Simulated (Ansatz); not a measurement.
Isolated molecules relaxed with PBE0-D4/def2-TZVP in Ansatz; ΔE leaves out vibrations. CCSD(T)/CBS adds triple-zeta CCSD(T) − MP2 to the extrapolated MP2 energy (def2 sets, frozen cores). This one scheme is used for every species. Functionals use def2-TZVPP. B3LYP here is the variant with VWN-RPA as its local correlation; programs differ in this. For Br outer-core shells are correlated without core-valence functions, which leaves a few kJ/mol of doubt a bond. Scalar relativity is left out up to krypton.

`C=C1[SiH2]C1Cl` + HBr → `C=C1[SiH2]C1Br` + HCl  (substitution at a C–Cl bond)

`C=C1[SiH2]C1Cl`:

Cartesian coordinates in Å:
```
C -0.546 1.033 1.318
C -0.243 0.380 0.210
Si 0.749 0.114 -1.296
C -0.254 -1.051 -0.220
Cl 0.373 -2.289 0.871
H -0.350 2.095 1.421
H -0.993 0.525 2.169
H 0.237 0.430 -2.648
H 2.219 0.150 -1.165
H -1.192 -1.386 -0.660
```

HBr:

Z-matrix (Å, degrees):
```
Br
H 1 1.420
```

`C=C1[SiH2]C1Br`:

```xyz
10

C     0.180    0.388    1.716
C    -0.137    0.139    0.458
Si   -0.597    0.617   -1.240
C     0.153   -0.942   -0.530
Br    1.975   -1.527   -0.775
H    -0.114    1.311    2.203
H     0.758   -0.322    2.304
H    -1.997    0.573   -1.716
H     0.271    1.578   -1.950
H    -0.492   -1.816   -0.471
```

HCl:

```xyz
2

Cl   -0.495   -0.270    0.301
H     0.495    0.270   -0.301
```

(1) Is it downhill or uphill in electronic energy at CCSD(T)/CBS, and by how much? (Estimate.)

(2) What do these levels give: PBE-D4, B3LYP-D4, ωB97M-V, B3LYP, CCSD/def2-TZVPP, HF/def2-QZVPP? (Best estimate.)

Largest T1 diagnostic among the species: 0.012.

Answers

(1) Computed: Downhill: ΔE = -0.15 eV.

(2) Ansatz gave: PBE-D4 -0.11, B3LYP-D4 -0.12, ωB97M-V -0.12, B3LYP -0.11, CCSD/def2-TZVPP -0.16, HF/def2-QZVPP -0.11 eV.

In def2-TZVPP, CCSD(T) changes the Hartree–Fock value by −0.05 eV (the triples alone add −0.00 eV) and MP2 by −0.08 eV.
